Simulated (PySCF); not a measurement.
**Aluminium: a sound run and one with changed settings**

Sound run: Al⁺ [Ne] 3s2, Al²⁺ [Ne] 3s1. Computed with PySCF 2.14 in cc-pVDZ-DK (4s3p1d, 18 functions), with scalar relativity by spin-free X2C-1e. In the sound run the correlated levels freeze [Ne]. The sound run starts from symmetry-adapted Hartree-Fock orbitals and uses a fine grid where one is needed.

Changed run: no relativity, point nucleus. This setting is unsound on purpose.

```tsv
species	method	sound run (hartree)	changed run (hartree)	converged
Al⁺	UHF	-242.10361	-241.58769	yes
Al⁺	PBE	-242.44069	-241.92508	yes
Al⁺	LDA	-241.51403	-240.99854	yes
Al⁺	MP2	-242.12858	-241.61267	yes
Al⁺	CCSD(T)	-242.14201	-241.62615	yes
Al²⁺	UHF	-241.45776	-240.94324	yes
Al²⁺	PBE	-241.74870	-241.23466	yes
Al²⁺	LDA	-240.81764	-240.30374	yes
```

Ionisation energy of Al⁺:

| method | sound run (eV) | changed run (eV) |
| --- | --- | --- |
| UHF | 17.574 | 17.536 |
| PBE | 18.830 | 18.787 |
| LDA | 18.950 | 18.906 |
| MP2 | 18.254 | 18.216 |
| SCS-MP2 | 18.390 | 18.352 |
| CCSD | 18.619 | 18.583 |
| CCSD(T) | 18.619 | 18.583 |
| CCSDT | 18.619 | 18.583 |
| FCI | 18.619 | 18.583 |

Most of the change in total energy is the relativistic energy itself. On top of that the contraction fixes the core shape for the Hamiltonian it was made with, so the changed run is not a good calculation with the other Hamiltonian either.

For comparison, NIST gives 18.829 eV between the lowest levels.
